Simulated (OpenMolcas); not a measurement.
**4d3 ions of rising charge with 6 fluoride ligands in octahedral coordination**

| Item | Value |
| --- | --- |
| Program | OpenMolcas |
| Method | SS-CASPT2, IPEA 0.25 Eh, imaginary shift 0.1 Eh |
| Spin-orbit coupling | RASSI with atomic mean-field integrals over the reference wave functions |

The d shell is active; CASPT2 correlates the ligand valence shells and the outer metal core. Anionic complexes are neutralised by point charges behind the ligands. Distances were set from a Shannon-type radius of the metal (high-spin where two are listed) plus a fixed donor radius (F 1.31 Å). Ligand basis ANO-RCC-VDZP, DKH2 Hamiltonian. States (labels of O, the rotations of Oh). Energies in cm-1 above the lowest state or level, χT in cm3 K/mol; 10Dq and B are least-squares fits to the states below 45000 cm-1, weighted by degeneracy, with a free offset, and given where the rms deviation is under 5 % of |10Dq| (or 100 cm-1) and under 700 cm-1. Spin-only χT is S(S+1) / 2 for the spin of the ground state.

```csv
Ion,Shell,R (Å),Metal basis,Outer charge (e at Å behind ligand),Ground state,First state of that spin,10Dq,B (rms of fit),First gap with spin-orbit (degeneracies),χT at 300 K,First state of another spin,Spin-only χT
Mo3+,4d3,2,ANO-RCC-VDZP,0.5 at 2.4,4A2,4T2 26190,25753,557 (208),"11810 (4, 4)",1.770,2E 11860,1.875
Tc4+,4d3,1.96,ANO-RCC-VDZP,0.33 at 2.6,4A2,4T2 30220,,,"11760 (4, 4)",1.763,2E 11820,1.875
Ru5+,4d3,1.88,ANO-RCC-VDZP,0.17 at 3.2,4A2,4T2 36560,,,"9330 (4, 4)",1.775,2T1 9460,1.875
```

The rows also differ in their outer charges, so part of each step comes from that.

χT departs most from the spin-only value for Tc4+, by -0.112 cm3 K/mol.

Roots that are degenerate in the reference are averaged as groups; the widest CASPT2 spread within a group is 340 cm-1 (the 2-fold group of multiplicity 2 near 45100 cm-1 above the lowest state of its run, Ru5+). Shifts and gaps below about the spread of the groups concerned are not significant. Over all roots computed the reference weight is 0.71 in Mo3+, 0.69 to 0.70 in Tc4+, 0.64 to 0.66 in Ru5+; a low but even weight reflects the number of correlated electrons. Ligand-to-metal charge-transfer states are missing. With no ligand orbital active B as a rule stays too high, so bands that hang on it stand too high and its fall with covalency is understated. With one d shell and no ligand orbital active, 10Dq can be off by a tenth or more. The least metal-like active orbital is 83 % on the metal (Löwdin) and no ligand orbital is active, so the numbers are rough (holds for Mo3+). The least metal-like active orbital is 77 % on the metal (Löwdin) and no ligand orbital is active, so the numbers are rough (holds for Tc4+). The least metal-like active orbital is 68 % on the metal (Löwdin) and no ligand orbital is active, so the numbers are rough (holds for Ru5+). No measured value stands beside these numbers; the geometry is a model, was not optimised and need not be the one that this ion takes.
